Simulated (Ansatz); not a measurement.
Ansatz (a first-principles code) input:

Ansatz 0.2 input:
```yaml
crystal:
  periodic: [false, false, false]
  atoms:
    - {symbol: Zr, position_ang: [0.16914683, -0.11984310, 0.24852406]}
    - {symbol: O, position_ang: [0.97253443, -0.02875782, -1.29127889]}
    - {symbol: F, position_ang: [-1.61623875, 0.55819851, 0.04325205]}
basis:
  gaussian:
    orbitals: def2-TZVP
hamiltonian:
  xc: {name: r2SCAN}
magnetization: {spin_polarized: true, initial_magnetization: 1}
relax: {f_tol: 0.003, max_steps: 100}
```

Problem. What final total energy does it print?

Solution. -222.23456 Eh (r2SCAN/def2-TZVP). The basis has 102 functions.

The spin state was set by rule; other spins were not relaxed.
